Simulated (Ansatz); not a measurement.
Problem. Name a neutral molecule of Br, C, Cl, Hf, N and H with HOMO–LUMO gap (B3LYP/def2-TZVPP) between 5.25 and 5.55 eV and LUMO energy (ωB97M-V/def2-TZVPP) between 0.70 and 1.00 eV (Ansatz, PBE0-D4/def2-TZVP geometry).

Solution. `C[N](C)[Hf]([CH3])([Cl])[Br]` (5.48 eV, 0.89 eV). Other molecules can fit too; these were computed, each in one conformer that needn't be the lowest.

B3LYP here is the variant with VWN-RPA as its local correlation; programs differ in this.
